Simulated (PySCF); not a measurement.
## Computed properties of C4H2F2O2, SMILES O=C1COC(F)=C1F

C₄H₂F₂O₂, SMILES O=C1COC(F)=C1F. Coordinates come from a B3LYP-D3(BJ)/def2-SVP optimisation. This is a generated structure with no PubChem entry under its InChIKey; it may be hypothetical. One conformer was computed; it need not be the lowest. All values are computed for the isolated molecule unless a solvent is named; none is compared with measurement here.

**Structure.** The optimised structure has Cs symmetry. All 24 harmonic modes at B3LYP-D3(BJ)/def2-SVP (PySCF) are real, so it is a minimum. With heavy atoms numbered as in [O:1]=[C:2]1[CH2:3][O:4][C:5]([F:6])=[C:7]1[F:8], the shortest bond between them is O1–C2 at 1.209 Å and the longest C2–C3 at 1.541 Å.

**Vibrations.** The strongest infrared lines (harmonic, unscaled, degenerate partners summed) lie at 1762 cm⁻¹ (431 km/mol, C 90 %), 1498 cm⁻¹ (221 km/mol, C 74 %, O 9 %, H 9 %), 1859 cm⁻¹ (162 km/mol, C 69 %, O 30 %). The softest mode is at 122 cm⁻¹ and the zero-point energy is 36.9 kcal/mol.

**Electronic structure.** HF/def2-TZVP (PySCF) places the frontier levels at -10.41 and 2.38 eV, a gap of 12.79 eV, and gives a dipole moment of 3.28 D and a mean polarisability of 48.2 bohr³. PBE/def2-TZVP (PySCF) at the same geometry gives -6.14 and -2.42 eV, so its gap is 9.07 eV narrower. An orbital gap is neither the optical nor the fundamental gap.

**Excitations.** TDDFT-B3LYP/def2-SVPD (PySCF) has S1 at 4.23 eV (293 nm, f = 0.000, dark); the most intense of the 10 singlets computed lies at 5.25 eV (f = 0.20). T1 (TDA) is at 3.46 eV. TDDFT-PBE/def2-SVPD (PySCF) puts S1 at 3.87 eV. No vertical singlet excitation falls in the visible range (under 3.1 eV).

**NMR.** GIAO shifts at HF/pcSseg-1 (PySCF) (non-relativistic, atoms alike by connectivity averaged): ¹³C from 70.8 to 193.8 ppm against TMS; ¹H at 4.7 ppm against TMS; ¹⁹F from -196.4 to -57.8 ppm against CFCl3.

**Solvation.** SMD-B3LYP/6-31G* (PySCF) gives -3.7 kcal/mol in water, -5.4 kcal/mol in ethylethanoate, -5.1 kcal/mol in ethanol (1 M in both phases, gas-phase geometry); of these solvents ethylethanoate holds the molecule best.
